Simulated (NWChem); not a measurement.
Molecule: SiH$_{4}$S$_{3}$; SMILES S[SiH](S)S

```xyz
8

Si     0.0000     0.0000    -0.5304
S     -2.0098    -0.1056     0.2334
S      0.9135     1.7933     0.2334
S      1.0963    -1.6877     0.2334
H      0.0000     0.0000    -2.0344
H     -2.4702     0.8896    -0.5805
H      2.0055     1.6945    -0.5805
H      0.4647    -2.5841    -0.5805
```
Atoms are numbered in this order, from 1.

Results from NWChem. Geometry: optimised at PBE-D3(BJ)/def2-SVP. B3LYP is NWChem's, with the RPA form of VWN correlation.

Taking B3LYP/def2-TZVPP as the yardstick, which of these has the fewest basis functions while keeping “dipole (D)” within 0.1 D of it: B3LYP/def2-SVP; B3LYP/def2-SVPD; B3LYP/def2-TZVP?

B3LYP/def2-SVPD.
```csv
level,basis functions,dipole (D),relative time (rough)
B3LYP/def2-SVP,92,2.13,1
B3LYP/def2-SVPD,137,1.92,3
B3LYP/def2-TZVP,172,1.91,3
B3LYP/def2-TZVPP,224,1.87,6
```

The yardstick is one finite set, not the basis-set limit.
